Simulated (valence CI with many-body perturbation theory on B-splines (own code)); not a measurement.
## Ir⁴⁵⁺: electric-dipole lines

Calculated by relativistic CI+MBPT: four valence electrons over a frozen Dirac-Fock core [Ar] 3d10, radial functions for each j: 11 s, 11 p, 9 d, 7 f, 5 g, 2 h, 1 i, with the one-electron correlation potential Σ1, the two-electron term Σ2, the three-electron term Σ3, Breit, model QED; selected CI, second order for the rest (own B-spline code, finite nucleus).

The last digits are not significant, and no measured levels were compared; by estimate large intervals hold to a few tenths of a per cent, small ones and those within an open d or f shell to about a per cent.

Lines 1 to 50 of 249 in falling wavelength, among levels below 566.42 eV, chosen from the strongest by gf and those to the six lowest levels. Wavelengths and rates use the calculated energies. Electric multipoles are in the length gauge, E1 and E2 with the static RPA response of the core. Weak lines are less certain than strong ones. Lines between different terms over intervals too small for the method are left out, as are lines whose strength nearly cancels. The highest levels of a list are the least certain.

Levels are named by their leading jj configuration (3d3/2^4 stands for four electrons in 3d with j = 3/2), which in mixed levels can hold well under half, so a name can repeat and another be missing. Letters in brackets count levels of one name in rising energy.

```tsv
λ vac (Å)	Upper	Lower	A (s⁻¹)	S (a.u.)
4460	(4s^2 4p3/2^2) J=2	(4s 4p1/2^2 4p3/2) J=1	4.44e+03	9.73e-04
985.1	(4s^2 4p3/2^2) J=0	(4s 4p1/2^2 4p3/2) J=1	5.28e+05	2.49e-04
676.8	(4s^2 4p3/2^2) J=2	(4s 4p1/2^2 4p3/2) J=2	7.09e+05	5.42e-04
298.6	(4s^2 4p1/2 4d3/2) J=2	(4s^2 4p3/2^2) J=2	4.07e+06	2.67e-04
203.2	(4s^2 4p1/2 4d3/2) J=1	(4s^2 4p3/2^2) J=2	5.93e+07	7.36e-04
168.0	(4s^2 4p1/2 4d5/2) J=2	(4s^2 4p3/2^2) J=2	3.78e+08	4.42e-03
163.3	(4s^2 4p1/2 4d5/2) J=3	(4s^2 4p3/2^2) J=2	3.37e+08	5.07e-03
149.1	(4s 4p1/2 4p3/2 4d3/2) J=3 [a]	(4s^2 4p3/2 4d3/2) J=2	3.96e+09	4.54e-02
146.6	(4s 4p1/2 4p3/2 4d3/2) J=4	(4s^2 4p3/2 4d3/2) J=3	4.87e+09	6.82e-02
140.1	(4s 4p1/2 4p3/2 4d5/2) J=4 [a]	(4s^2 4p3/2 4d5/2) J=4	3.06e+09	3.73e-02
138.8	(4s 4p1/2^2 4d3/2) J=2	(4s^2 4p1/2 4d3/2) J=1	9.00e+09	5.94e-02
131.4	(4s 4p1/2 4p3/2 4d5/2) J=4 [b]	(4s^2 4p3/2 4d5/2) J=3	4.62e+09	4.66e-02
131.0	(4s^2 4p1/2 4f7/2) J=4	(4s^2 4p3/2 4d3/2) J=3	5.22e+09	5.21e-02
129.6	(4s 4p1/2 4p3/2^2) J=2 [a]	(4s^2 4p3/2^2) J=2	1.65e+09	8.88e-03
125.3	(4s 4p1/2 4p3/2 4d5/2) J=5	(4s^2 4p3/2 4d5/2) J=4	1.61e+10	1.72e-01
125.1	(4s 4p1/2 4p3/2 4d3/2) J=2 [b]	(4s^2 4p3/2 4d3/2) J=2	1.03e+10	4.98e-02
124.8	(4s 4p1/2^2 4p3/2) J=2	(4s^2 4p1/2 4p3/2) J=2	1.18e+10	5.68e-02
123.7	(4s 4p1/2 4p3/2 4d3/2) J=3 [b]	(4s^2 4p3/2 4d3/2) J=3	4.17e+09	2.72e-02
122.6	(4s 4p1/2 4p3/2 4d3/2) J=1 [b]	(4s^2 4p3/2 4d3/2) J=0	9.95e+09	2.71e-02
121.8	(4s 4p1/2 4p3/2 4d5/2) J=4 [c]	(4s^2 4p3/2 4d5/2) J=3	1.10e+10	8.81e-02
121.6	(4s 4p1/2 4p3/2 4d3/2) J=2 [c]	(4s^2 4p3/2 4d3/2) J=1	8.61e+09	3.82e-02
120.9	(4s 4p1/2 4p3/2 4d3/2) J=3 [b]	(4s^2 4p3/2 4d3/2) J=2	3.43e+09	2.09e-02
120.6	(4s 4p1/2^2 4d5/2) J=3	(4s^2 4p1/2 4d5/2) J=3	1.27e+10	7.72e-02
120.3	(4p1/2^2 4p3/2^2) J=2	(4s 4p1/2 4p3/2^2) J=1 [b]	8.08e+09	3.47e-02
120.2	(4s 4p1/2 4p3/2^2) J=3	(4s^2 4p3/2^2) J=2	1.52e+10	9.12e-02
119.5	(4s 4p1/2 4p3/2 4d5/2) J=3 [a]	(4s^2 4p3/2 4d5/2) J=2	1.26e+10	7.42e-02
119.3	(4s 4p1/2^2 4p3/2) J=2	(4s^2 4p1/2 4p3/2) J=1	1.45e+10	6.07e-02
119.0	(4s 4p1/2 4p3/2 4d3/2) J=1 [c]	(4s^2 4p3/2 4d3/2) J=1	1.66e+10	4.15e-02
118.5	(4p1/2^2 4p3/2^2) J=2	(4s 4p1/2 4p3/2^2) J=2 [b]	1.55e+10	6.38e-02
118.2	(4s 4p1/2^2 4d5/2) J=3	(4s^2 4p1/2 4d5/2) J=2	1.67e+10	9.52e-02
117.9	(4s 4p1/2^2 4d3/2) J=1	(4s^2 4p1/2 4d3/2) J=2	2.76e+10	6.70e-02
117.4	(4s 4p1/2 4p3/2 4d5/2) J=1 [c]	(4s^2 4p3/2 4d5/2) J=1	1.55e+10	3.71e-02
117.1	(4s 4p1/2 4p3/2^2) J=1 [a]	(4s^2 4p3/2^2) J=0	1.23e+10	2.92e-02
116.1	(4s 4p1/2 4p3/2 4d5/2) J=2 [c]	(4s^2 4p3/2 4d5/2) J=1	1.94e+10	7.49e-02
115.8	(4p1/2^2 4p3/2^2) J=2	(4s 4p1/2 4p3/2^2) J=1 [a]	4.73e+09	1.81e-02
115.5	(4s 4p1/2 4p3/2 4d3/2) J=2 [d]	(4s^2 4p3/2 4d5/2) J=2	4.16e+09	1.58e-02
115.2	(4s 4p1/2 4p3/2 4d5/2) J=1 [a]	(4s^2 4p3/2 4d5/2) J=2	1.16e+10	2.63e-02
114.8	(4s 4p1/2 4p3/2 4d3/2) J=3 [c]	(4s^2 4p3/2 4d3/2) J=3	1.21e+10	6.32e-02
113.9	(4s 4p1/2^2 4d3/2) J=2	(4s^2 4p1/2 4d3/2) J=2	1.96e+10	7.14e-02
113.5	(4s 4p1/2 4p3/2 4d5/2) J=3 [b]	(4s^2 4p3/2 4d5/2) J=2	5.18e+09	2.62e-02
112.8	(4s 4p1/2 4p3/2^2) J=1 [b]	(4s^2 4p3/2^2) J=0	7.53e+09	1.60e-02
112.8	(4p1/2^2 4p3/2^2) J=0	(4s 4p1/2 4p3/2^2) J=1 [b]	3.28e+10	2.33e-02
112.6	(4s 4p1/2 4p3/2 4d5/2) J=2 [b]	(4s^2 4p3/2 4d5/2) J=2	1.45e+10	5.11e-02
112.4	(4s 4p1/2 4p3/2 4d3/2) J=3 [c]	(4s^2 4p3/2 4d3/2) J=2	3.35e+09	1.64e-02
112.3	(4s 4p1/2^2 4d5/2) J=2	(4s^2 4p1/2 4d5/2) J=3	3.22e+10	1.13e-01
111.6	(4s 4p1/2 4p3/2 4d5/2) J=3 [d]	(4s^2 4p3/2 4d5/2) J=3	1.90e+10	9.15e-02
110.7	(4s 4p1/2 4p3/2 4d5/2) J=3 [b]	(4s^2 4p3/2 4d5/2) J=4	7.36e+09	3.45e-02
110.2	(4s 4p1/2^2 4d5/2) J=2	(4s^2 4p1/2 4d5/2) J=2	9.13e+09	3.02e-02
109.2	(4s 4p1/2 4p3/2 4d5/2) J=2 [d]	(4s^2 4p3/2 4d5/2) J=3	2.48e+10	7.96e-02
109.1	(4s 4p1/2 4p3/2 4d5/2) J=4 [b]	(4s^2 4p3/2 4d5/2) J=4	1.15e+10	6.62e-02
```
